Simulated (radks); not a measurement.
Numerical settings for neutral rubidium, [Kr] 5s1. Calculated with a radial shooting solver on a logarithmic mesh with Libxc functionals: scalar-relativistic Kohn-Sham, LDA (Slater exchange, Perdew-Wang correlation), spin-polarised, spherical densities, point nucleus; open shells are filled with parallel spins first (spin-orbit coupling, left out, can overturn this in heavy ions). The defaults (mesh step 0.008 in ln r, mesh end at 40 bohr or more with all orbitals vanishing there, Anderson mixing 0.5 over 9 steps, residual threshold near 1e-9 with the energy settled to 1e-9 hartree or 1e-11 of itself, here a cap of 87 iterations) give E = -2977.6509 hartree and 5s at -2.546 eV in 14 iterations. Run on one thread of a shared host, so times are rough (Arm Neoverse N1): 0.25 s of CPU time, 0.25 s wall, 14 iterations on 2725 mesh points. Changes against that run (0 stands for a change within the tolerance of the run):

\begin{tabular}{lrrrrr}
setting & iterations & converged & E (mhartree) & e(5s) (meV) & CPU (s) \\ \hline
mesh step in ln r 0.08 & 42 & yes & +0.2 & +0.00433 & 0.13 \\
mesh step in ln r 0.003 & 14 & yes & 0 & 0 & 0.63 \\
mesh step in ln r 0.03 & 14 & yes & +0.000454 & 0 & 0.08 \\
mesh end (bohr) 8 & 15 & yes & +20.8 & +940 & 0.24 \\
mesh end (bohr) 20 & 14 & yes & +0.00139 & +0.216 & 0.24 \\
residual threshold 0.001 & 10 & yes & 0 & +0.0477 & 0.2 \\
residual threshold 0.1 & 10 & yes & 0 & +0.0477 & 0.2 \\
mixing 0.2 & 16 & yes & 0 & 0 & 0.28 \\
linear mixing, mixing 0.05 & 87 & no & +0.469 & -16 & 1.3 \\
linear mixing, mixing 0.2 & 87 & yes & 0 & 0 & 1.1 \\
mixing history 2 & 21 & yes & 0 & 0 & 0.32 \\
iteration cap 8 & 8 & no & +0.000154 & +0.215 & 0.15 \\
\end{tabular}

Settings that end as converged yet miss the energy by more than 1 mhartree: mesh end (bohr) 8 (+0.0208 hartree). A mesh that ends early acts as a hard wall.
